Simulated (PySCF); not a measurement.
**Computed structure and properties of [ReO3F2]−**

System: [ReO3F2]− (singlet); start: displaced along the imaginary mode (C1). Method: PySCF 2.14.0, RKS B3LYP, Re def2-SVP with ECP60, O def2-SVP, F def2-SVP; non-relativistic Hamiltonian with scalar-relativistic core potentials where named; density fitting; no spin-orbit coupling.

Input of the relaxation:

```python
mol = gto.M(atom='''
Re     0.05586     0.06365     0.02742
O      0.09950    -0.05650     1.74594
O      1.66699    -0.09636    -0.59570
O     -0.16401     1.76951    -0.24122
F     -1.73433    -0.10457    -0.75440
F     -0.16449    -1.88286    -0.28075''',
    basis={'Re': 'def2-SVP', 'O': 'def2-SVP', 'F': 'def2-SVP'},
    ecp={'Re': 'def2-SVP'},
    charge=-1, spin=0)
mf = dft.RKS(mol, xc='B3LYP')
mf.grids.atom_grid = (50, 194)
mf = mf.density_fit()  # fitting sets: Re def2-universal-JKFIT, O def2-universal-JKFIT, F def2-universal-JKFIT
mf.conv_tol = 1e-08; mf.max_cycle = 55
mf.kernel(dm0)  # dm0: converged density of the start geometry
# quasi-Newton relaxation in Cartesian coordinates to a largest gradient under 0.00045 Eh/bohr, steps kept in the point group
```

Run from Python with OMP_NUM_THREADS=2; the lines above give its settings. Where DIIS fails, smearing, a level shift and second-order steps follow.
It took 94 s on 2 threads of Intel(R) Xeon(R) Processor @ 2.50GHz (Skylake/Cascade Lake), on a shared host, from the converged density of the start.

Course of the relaxation:

| step | energy above end (eV) | largest force component within the symmetry (eV/Å) |
| --- | --- | --- |
| 0 | 0.0303 | 0.603 |
| 1 | 0.0149 | 0.300 |
| 2 | 0.0113 | 0.066 |
| 3 | 0.0097 | 0.069 |
| 4 | 0.0050 | 0.191 |
| 5 | 0.0026 | 0.191 |
| 6 | 0.0001 | 0.050 |
| 7 | 0.0000 | 0.007 |
| 8 | 0.0000 | 0.003 |

Relaxed geometry (Cs):

```xyz
6

Re    0.0488    0.0655    0.0349
O     0.1862   -0.0767    1.7453
O     1.6091   -0.0790   -0.6792
O    -0.2210    1.7672   -0.1260
F    -1.6208   -0.1100   -0.9402
F    -0.2428   -1.8741   -0.1334
```

```json
{"contact": "Re1–O2 (O)", "Å": "1.722"}
{"contact": "Re1–O3 (O)", "Å": "1.722"}
{"contact": "Re1–O4 (O)", "Å": "1.731"}
{"contact": "Re1–F5 (F)", "Å": "1.941"}
{"contact": "Re1–F6 (F)", "Å": "1.969"}
```

On the finer grid (75, 302):

```json
{
 "HOMO": "-3.49 eV",
 "LUMO": "2.43 eV",
 "Dipole about the centre of mass": "0.51 D",
 "Set of Mulliken populations of Re1 outside the core potential": "s 2.44, p 6.51, d 4.65, f 0.25",
 "D3(BJ) dispersion energy (not in the energies)": "-0.244 eV"
}
```

| atom | Mulliken (e) | Löwdin (e) | spin (e) |
| --- | --- | --- | --- |
| Re1 | 1.16 | 0.20 | 0.00 |
| O2 | -0.43 | -0.22 | 0.00 |
| O3 | -0.43 | -0.22 | 0.00 |
| O4 | -0.44 | -0.22 | 0.00 |
| F5 | -0.41 | -0.25 | 0.00 |
| F6 | -0.45 | -0.29 | 0.00 |

A rough frequency check found all modes real, so this is a minimum.

Rigid scan of O along the line from its metal:

distance to O2 (Å), energy (eV) and a bar:
```
     1.42      4.074 ##############################
     1.52      1.485 ###########
     1.62      0.307 ##
     1.72      0.000 
     1.82      0.215 ##
     1.92      0.730 #####
     2.02      1.400 ##########
     2.17      2.507 ##################
```

Taking off one F (charge -1, singlet; the rest: singlet) in vacuum, both parts rigid, costs 7.02 eV; the small basis without counterpoise inflates it.

Rigid scan of F along the line from its metal:

(distance to F5 (Å), energy (eV)): (1.64, 1.725), (1.74, 0.635), (1.84, 0.132), (1.94, 0.000), (2.04, 0.095), (2.14, 0.326), (2.34, 0.974), (2.64, 2.001), (3.04, 3.079), (3.54, 3.930)

One start shape was tried, so this needn't be the lowest isomer.
